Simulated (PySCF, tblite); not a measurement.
Isomers of C4H10OSSi2. Computed values, GFN2-xTB/tblite, gas phase, harmonic and unscaled. This tight-binding method is rough: wavenumbers can miss measured ones by several per cent, in bad cases by 10 to 20. Modes of hydrogen on silicon can be 10 to 20 % off. One conformer each.

Electronic energies: PBE0/pcSseg-1 single points on the GFN2-xTB geometries (PySCF, gas phase).

| SMILES | electronic energy, lowest = 0 (kJ/mol) |
| --- | --- |
| C#C[Si@H](O)SC[SiH2]C | 144.7 |
| C[SiH2]C#C[Si@H](O)SC | 99.5 |
| CS[Si@@H](O)C#CC[SiH3] | 150.7 |
| CC(=S)[Si@H]1CC[SiH2]O1 | 0.0 |

**Question.** How do GFN2-xTB zero-point energies change the relative energies?

**Answer.** 
| SMILES | ZPE (kJ/mol) | of it from modes above 1550 cm⁻¹ | electronic (kJ/mol) | with ZPE, lowest = 0 (kJ/mol) | lowest mode (cm⁻¹) | rings |
| --- | --- | --- | --- | --- | --- | --- |
| CC(=S)[Si@H]1CC[SiH2]O1 | 336.7 | 166.5 | 0.0 | 0.0 | 25 | 1 |
| C[SiH2]C#C[Si@H](O)SC | 323.0 | 184.8 | 99.5 | 85.8 | 9 | 0 |
| C#C[Si@H](O)SC[SiH2]C | 321.0 | 186.1 | 144.7 | 129.0 | 19 | 0 |
| CS[Si@@H](O)C#CC[SiH3] | 317.8 | 180.2 | 150.7 | 131.8 | 8 | 0 |

The zero-point energies span 18.9 kJ/mol, from `CS[Si@@H](O)C#CC[SiH3]` to `CC(=S)[Si@H]1CC[SiH2]O1`. The order is unchanged.

**Question.** And how do the electronic energies of GFN2-xTB itself compare?

**Answer.** `CC(=S)[Si@H]1CC[SiH2]O1` 0.0; `C[SiH2]C#C[Si@H](O)SC` 172.2; `C#C[Si@H](O)SC[SiH2]C` 209.9; `CS[Si@@H](O)C#CC[SiH3]` 146.8 kJ/mol, lowest = 0. Against the energies above, taken from the same isomer `CC(=S)[Si@H]1CC[SiH2]O1`, the largest difference is 72.7 kJ/mol.
